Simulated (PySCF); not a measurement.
A calculated (MN15, PySCF 2.14, aug-cc-pV(D+d)Z, no relativity, point nucleus) atom or ion has these occupied shells.

| shell | electrons | orbital energy (eV) | rms radius, mean of both spins (bohr) |
| --- | --- | --- | --- |
| 1s α | 1 | -3129.1 | 0.1000 |
| 1s β | 1 | -3128.7 | 0.1000 |
| 2s α | 1 | -324.06 | 0.456 |
| 2s β | 1 | -323.58 | 0.456 |
| 2p α | 3 | -265.51 | 0.419 |
| 2p β | 3 | -265.14 | 0.419 |
| 3s α | 1 | -54.435 | 1.44 |
| 3s β | 1 | -51.145 | 1.44 |
| 3p α | 3 | -39.287 | 1.57 |
| 3p β | 1 | -36.991 | 1.57 |

(1) Name the element and its charge.

Answers

(1) Ar²⁺ (argon, charge +2), in [Ne] 3s2 3p4, high-spin 3P determinant.
